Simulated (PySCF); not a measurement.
Species: Sn(vinyl)2(SiH3)2, C4H12Si2Sn.
Bonds: Sn1–C2, Sn1–C7, Sn1–Si12, Sn1–Si16, C2–C3, C7–C8. Hydrogens: H4 on C2; H5, H6 on C3; H9 on C7; H10, H11 on C8; H13, H14, H15 on Si12; H17, H18, H19 on Si16.

The calculation used PySCF 2.14.0, PBE0-D3(BJ)/def2-SVP geometry optimisation, gas phase, def2 core potentials past Kr.

(1) List the bond lengths, angles and torsions at this level.

## Answers

(1) 
```json
{"bond": "Sn1–C2, Sn1–C7", "length (Å)": "2.147"}
{"bond": "Sn1–Si12, Sn1–Si16", "length (Å)": "2.574"}
{"bond": "C2–C3, C7–C8", "length (Å)": "1.336"}
{"bond": "C2–H4, C7–H9", "length (Å)": "1.098"}
{"bond": "C3–H5, C8–H10", "length (Å)": "1.096"}
{"bond": "C3–H6", "length (Å)": "1.097"}
{"bond": "C8–H11", "length (Å)": "1.097"}
{"bond": "Si12–H13 and 5 like bonds", "length (Å)": "1.496"}
```

Bonds in one row agree within 0.01 Å and their mean is given. A selection of angles:
```json
{"angle": "C2–Sn1–C7", "degrees": "107.1"}
{"angle": "C2–Sn1–Si12", "degrees": "109.8"}
{"angle": "C7–Sn1–Si12", "degrees": "110.5"}
{"angle": "Si12–Sn1–Si16", "degrees": "111.0"}
{"angle": "Sn1–C2–C3", "degrees": "123.0"}
{"angle": "Sn1–C2–H4", "degrees": "118.3"}
{"angle": "C3–C2–H4", "degrees": "118.7"}
{"angle": "C2–C3–H5", "degrees": "122.4"}
{"angle": "C2–C3–H6", "degrees": "121.9"}
{"angle": "H5–C3–H6", "degrees": "115.8"}
{"angle": "C7–C8–H11", "degrees": "121.7"}
{"angle": "H10–C8–H11", "degrees": "116.1"}
{"angle": "Sn1–Si12–H13", "degrees": "110.5"}
{"angle": "Sn1–Si12–H14", "degrees": "110.6"}
{"angle": "H13–Si12–H14", "degrees": "108.5"}
{"angle": "H13–Si12–H15", "degrees": "108.3"}
```

Torsions: C7–Sn1–C2–C3 -42° (synclinal); C2–Sn1–C7–C8 -14° (synperiplanar). The mirror-image conformer, all signs reversed, is as good.

Sn1 (tin bonded to 2 C and 2 Si) is tetrahedral (angles from 107.1° to 111.0°). Si12 (silicon bonded to Sn and 3 H) is tetrahedral (angles from 108.3° to 110.6°). Of the pairs four or more bonds apart, C3···H10 is among the closest relative to their van der Waals radii: 2.94 Å, 101 % of the sum of Bondi's values.

Point group: C1 (no symmetry element, even within 0.4 Å). Whether it is a minimum is left open (no frequencies). One conformer, not necessarily the lowest (C7–Sn1–C2–C3 -42°, C2–Sn1–C7–C8 -14°, Sn1–C2–C3–H 0° and 180°, Sn1–C7–C8–H 0° and 180°).

Time: 2.8 min of wall time; peak memory 0.78 GiB. Hardware: one thread of an AMD EPYC 7B13, no GPU, shared host. These figures are those of the optimisation.
